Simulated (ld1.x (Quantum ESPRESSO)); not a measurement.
# Fe: excitation energies, all-electron against TM

- Element: iron
- Generator: ld1.x (Quantum ESPRESSO) 7.5
- Type: norm-conserving Troullier–Martins (Kleinman–Bylander form)
- Functional: PBEsol
- Relativity: scalar-relativistic
- Frozen core: [Ne]
- Valence charge: 16
- Reference configuration: 3s2 3p6 3d6 4s1.75 4p0.25
- Partial waves: 3s (bound): rc 1.15 bohr; 3p (bound): rc 0.75 bohr; 3d (bound): rc 1.30 bohr
- Local potential: the d channel
- Core correction: none

Occupied shells without a wave of their own: 4p, 4s. They enter only through the test configuration that unscreens the potential.

Energies are relative to the spin-unpolarised reference configuration 3s2 3p6 3d6 4s1.75 4p0.25; without spin polarisation the order of configurations can differ from experiment.

```json
{"valence configuration": "3s2 3p6 3d6 4s0 4p0", "charge": "+2", "ΔE all-electron (eV)": "23.850", "error AE − PS (meV)": "-926"}
{"valence configuration": "3s2 3p6 3d5 4s2 4p1", "charge": "0", "ΔE all-electron (eV)": "7.766", "error AE − PS (meV)": "+150"}
{"valence configuration": "3s2 3p6 3d6.5 4s1.5 4p0", "charge": "0", "ΔE all-electron (eV)": "-1.741", "error AE − PS (meV)": "-44"}
{"valence configuration": "3s2 3p6 3d7 4s1 4p0", "charge": "0", "ΔE all-electron (eV)": "-1.811", "error AE − PS (meV)": "-121"}
{"valence configuration": "3s2 3p6 3d4 4s0 4p0", "charge": "+4", "ΔE all-electron (eV)": "111.088", "error AE − PS (meV)": "-2385"}
```

(1) What are ΔE and the potential's error for 3s2 3p6 3d6 4s1 4p0?

(2) What are ΔE and the potential's error for 3s2 3p6 3d6 4s2 4p0?

Levels in the configuration 3s2 3p6 3d6 4s0 4p0:

```json
{"level": "3s", "all-electron (eV)": "-112.172", "pseudo (eV)": "-112.812"}
{"level": "3p", "all-electron (eV)": "-78.349", "pseudo (eV)": "-78.988"}
{"level": "3d", "all-electron (eV)": "-25.684", "pseudo (eV)": "-26.260"}
```

The potential misses its own reference levels by up to 0.3 eV.

Answers

(1) ΔE = 7.735 eV all-electron; the error (AE − PS) is -286 meV.

(2) ΔE = -1.010 eV all-electron; the error (AE − PS) is +89 meV.

ld1.x printed “convergence not achieved” for 2 of the counted tests; their residual had stalled under 1e-8, short of the target of 1e-14. The 4p, 4s levels have no wave, so the channel is fitted at the deeper level alone: the likely source of the large errors.
